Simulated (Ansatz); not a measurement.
A run for Ansatz (a first-principles code): R-RI-MP2/def2-QZVPP on CH6GeS (SMILES C[S][GeH3]), a point of a torsion scan. Files ending in .json are basis or fitting sets from the Basis Set Exchange. The run froze 20 orbitals, filled d shells among them.

Ansatz 0.2 input:
```yaml
crystal:
  periodic: [false, false, false]
  atoms:
    - {symbol: C, position_ang: [1.52673987, -0.19657300, 0.06439574]}
    - {symbol: S, position_ang: [1.22632035, 0.93665616, -1.34638632]}
    - {symbol: Ge, position_ang: [0.61829041, -0.50488487, -2.88991874]}
    - {symbol: H, position_ang: [1.33442200, -1.22624700, -0.22221183]}
    - {symbol: H, position_ang: [2.56115472, -0.08247059, 0.37134119]}
    - {symbol: H, position_ang: [0.86585419, 0.09412705, 0.87431342]}
    - {symbol: H, position_ang: [1.70873832, -1.51313146, -3.13711711]}
    - {symbol: H, position_ang: [0.32386421, 0.24889157, -4.14466961]}
    - {symbol: H, position_ang: [-0.59979672, -1.27346276, -2.45149033]}
basis:
  gaussian:
    orbitals: def2-QZVPP.json
    fitting: {mean_field: def2-universal-JKFIT, correlation: def2-QZVPP-RIFIT.json}
magnetization: {spin_polarized: false}
correlation: {method: mp2, electrons: outside_noble_gas}
scf: {lower_state_search: off}
```

Program output:

```
WARN ansatz: RAYON_NUM_THREADS=1 ignored (pool sized by the plan → 1); use --threads N
Functional definition: HF
these checks for a lower state are left out or cut short: stability, starts, cluster_reference, orbital_swaps, neighbouring_geometries, increment
integrals: 0.66 GiB planned
577 factors; integrals over basis functions are off by at most 2.4e0 eV
mean field: 1.01 GiB planned
mean field evaluation 1: about -68417.3335 eV, gradient 2.2e1 eV
mean field evaluation 2: about -68418.7433 eV, gradient 9.5e0 eV
mean field evaluation 4: about -68418.9768 eV, gradient 9.9e-1 eV
mean field -68418.97989012 eV, -2514.3511349118 hartree, gradient 1.5e-6 eV, S^2 0.000000; 0 other end points of the search recorded, 0 dependent functions left out
20 core orbitals not correlated
942 factors; their error is unknown
reference -68418.97989012 eV, -2514.3511349118 hartree; 10, 10 occupied and 366, 366 virtual orbitals, 942 factors
second order -14.05596266 eV of doubles, -0.00000000 eV of singles
Total energy: -68433.03585279 eV, -2514.8676820122 hartree
Checks for a lower state left out: stability, starts, cluster_reference, orbital_swaps, neighbouring_geometries, increment
```

The run converged.

Cost: very roughly 13 core-seconds.
